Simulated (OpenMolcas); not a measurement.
## Ru2+: terms and fine structure

| Quantity | Value |
| --- | --- |
| Program | OpenMolcas |
| Method | MS-CASPT2, IPEA 0.25 Eh, imaginary shift 0.1 Eh (closed shells correlated: 4s 4p) |
| Basis | ANO-RCC-VTZP [7s6p4d2f1g] |
| Scalar Hamiltonian | DKH2, point nucleus |
| Active space | 6 electrons in 6 orbitals (4d 5s) |
| State averaging | 2S+1 = 5 even, 30 roots; 2S+1 = 7 even, 1 root kept (CI in the orbitals of an earlier block); 2S+1 = 3 even, 127 roots kept (CI in the orbitals of an earlier block, 107 in the spin-orbit step); 2S+1 = 1 even, 102 roots kept (CI in the orbitals of an earlier block, 62 in the spin-orbit step) |
| Spin-orbit coupling | RASSI with atomic mean-field integrals over the reference wave functions, term energies averaged over their components |

Spin-free terms above the lowest, with the occupations of the reference:

```json
{"Configuration": "4d⁶", "Term": "⁵D", "E (eV)": "0.0000", "Occupations": "4d 5.99 5s 0.01"}
{"Configuration": "4d⁶", "Term": "³H", "E (eV)": "1.934", "Occupations": "4d 6.00"}
{"Configuration": "4d⁶", "Term": "³P(1)", "E (eV)": "1.971", "Occupations": "4d 5.99 5s 0.01"}
{"Configuration": "4d⁶", "Term": "³F(1)", "E (eV)": "2.060", "Occupations": "4d 5.99 5s 0.01"}
{"Configuration": "4d⁶", "Term": "³G", "E (eV)": "2.251", "Occupations": "4d 5.99 5s 0.01"}
{"Configuration": "4d⁶", "Term": "³D", "E (eV)": "2.702", "Occupations": "4d 5.97 5s 0.03"}
{"Configuration": "4d⁶", "Term": "¹I", "E (eV)": "2.899", "Occupations": "4d 6.00"}
{"Configuration": "4d⁶", "Term": "¹G(1)", "E (eV)": "2.926", "Occupations": "4d 5.98 5s 0.02"}
{"Configuration": "4d⁵ 5s", "Term": "⁷S", "E (eV)": "2.949", "Occupations": "4d 5.00 5s 1.00"}
{"Configuration": "4d⁶", "Term": "¹S", "E (eV)": "3.198", "Occupations": "4d 5.96 5s 0.04"}
{"Configuration": "4d⁶", "Term": "¹D(1)", "E (eV)": "3.471", "Occupations": "4d 6.00"}
{"Configuration": "4d⁶", "Term": "¹F", "E (eV)": "3.895", "Occupations": "4d 5.97 5s 0.03"}
{"Configuration": "4d⁵ 5s", "Term": "⁵S", "E (eV)": "4.574", "Occupations": "4d 5.00 5s 1.00"}
{"Configuration": "4d⁶", "Term": "³P(2)", "E (eV)": "4.596", "Occupations": "4d 5.96 5s 0.04"}
{"Configuration": "4d⁶", "Term": "³F(2)", "E (eV)": "4.649", "Occupations": "4d 5.97 5s 0.03"}
{"Configuration": "4d⁶", "Term": "¹G(2)", "E (eV)": "5.329", "Occupations": "4d 5.97 5s 0.03"}
{"Configuration": "4d⁵ 5s", "Term": "⁵G", "E (eV)": "6.176", "Occupations": "4d 5.00 5s 1.00"}
{"Configuration": "4d⁵ 5s", "Term": "⁵P", "E (eV)": "6.646", "Occupations": "4d 5.00 5s 1.00"}
```

With spin-orbit coupling, above the lowest level:

```tsv
Configuration	Term	J	E (eV)	Measured (eV)	g	Term weight %	Second
4d⁶	⁵D	4	0.0000	0.0000	1.497	98	
4d⁶	⁵D	3	0.1523	0.1437	1.499	99	
4d⁶	⁵D	2	0.2408	0.2264	1.499	98	
4d⁶	⁵D	1	0.299	0.2810	1.500	98	
4d⁶	⁵D	0	0.327	0.3070		98	
4d⁶	³P(1)	2	1.924		1.487	95	3 ³D
4d⁶	³H	4	1.971		1.026	37	34 ³F(1)
4d⁶	³H	6	2.009		1.163	98	2 ¹I
4d⁶	³H	5	2.031		1.070	78	22 ³G
4d⁶	³F(1)	3	2.179		1.027	81	18 ³G
4d⁶	³H	4	2.202		1.016	52	47 ³F(1)
4d⁶	³F(1)	2	2.245		0.676	97	2 ¹D(1)
4d⁶	³P(1)	1	2.355		1.455	93	5 ³D
4d⁶	³G	5	2.429		1.164	78	22 ³H
4d⁶	³P(1)	0	2.435			84	14 ¹S
4d⁶	³G	4	2.548		1.058	79	12 ³F(1)
4d⁶	³G	3	2.579		0.812	81	18 ³F(1)
4d⁶	³D	2	2.842		1.171	93	3 ³P(1)
4d⁶	³D	1	2.860		0.549	95	5 ³P(1)
4d⁶	³D	3	2.882		1.328	98	
4d⁵ 5s	⁷S	3	3.094	3.3678	2.000	99	
4d⁶	¹I	6	3.097		1.004	98	2 ³H
4d⁶	¹G(1)	4	3.204		1.004	90	5 ³F(1)
4d⁶	¹S	0	3.489			83	13 ³P(1)
4d⁶	¹D(1)	2	3.693		1.007	92	3 ³D
4d⁶	¹F	3	4.031		1.006	92	7 ³F(2)
4d⁶	³P(2)	0	4.550			96	3 ¹S
4d⁶	³P(2)	1	4.648		1.499	100	
4d⁵ 5s	⁵S	2	4.703	5.0972	1.970	94	5 4d⁶ ³P(2)
4d⁶	³F(2)	4	4.821		1.245	97	
4d⁶	³F(2)	2	4.832		0.670	99	
4d⁶	³F(2)	3	4.897		1.079	92	6 ¹F
4d⁶	³P(2)	2	4.937		1.518	93	5 4d⁵ 5s ⁵S
4d⁶	¹G(2)	4	5.529		1.005	97	2 ³F(2)
4d⁵ 5s	⁵G	2	6.301		0.341	98	
4d⁵ 5s	⁵G	3	6.313		0.922	98	
4d⁵ 5s	⁵G	4	6.324		1.152	99	
4d⁵ 5s	⁵G	6	6.325		1.333	99	
4d⁵ 5s	⁵G	5	6.331		1.267	99	
4d⁵ 5s	⁵P	3	6.629		1.598	61	36 ⁵D
```

Against the 6 measured excited levels shown (Moore, Atomic Energy Levels, vol. III, NSRDS-NBS 35 (1971 reprint of NBS Circular 467, 1958)) the mean absolute deviation is 980 cm-1; the largest miss in energy is 4d⁵ 5s ⁵S₂: computed 4.703, measured 5.0972 eV (-7.7 %).

Spin-orbit coupling puts the lowest level 0.1712 eV below the lowest spin-free term.

For ⁵D the intervals divided by the larger J are -225.6, -235.3, -238.0, -307.1 cm-1. Landé's interval rule makes them equal in pure LS coupling; they differ by 32 % of their mean. The multiplet is inverted.

Term energies are means over components that CASPT2 splits; among the terms shown or strongly mixed into the levels shown the widest spread is 1900 cm-1 (4d⁶ ¹I). Blocks of more than 70 roots (2S+1 = 3 even) ran without multistate coupling. Some high roots are left out of the spin-orbit mixing, which shifts the levels that they would mix with. Terms from blocks run as CI alone lack orbitals of their own. A single d shell beside an s shell can misplace configurations of different d count against each other. The CASPT2 spread within a term exceeds the gap to the next term for 4d⁶ ³D and 4d⁶ ¹I, 4d⁶ ¹I and 4d⁶ ¹G(1), 4d⁶ ¹G(1) and 4d⁵ 5s ⁷S, so the order of their levels is uncertain. Measured partners are found by configuration, term and J. A level has none where our copy of the source lacks it or the pairing is in doubt (some pairs that miss far off the trend of their configuration count as doubtful), and it then counts in no deviation. Levels of configurations outside the active space are missing. The first state left out of the spin-orbit step lies near 74000 cm-1 above the lowest spin-free state of the reference (among the parities and spins computed), and the list stops at four fifths of that energy or lower. The table shows the lowest 40 of 48 levels.

The CASPT2 steps took 53 s on 1 thread of Arm Neoverse V2 (shared host); the integral step is not counted.

The term weight is that of the spin-free term in the level, not the purity of its configuration. A number in round brackets counts repeated terms of one configuration in the order of the reference energies.
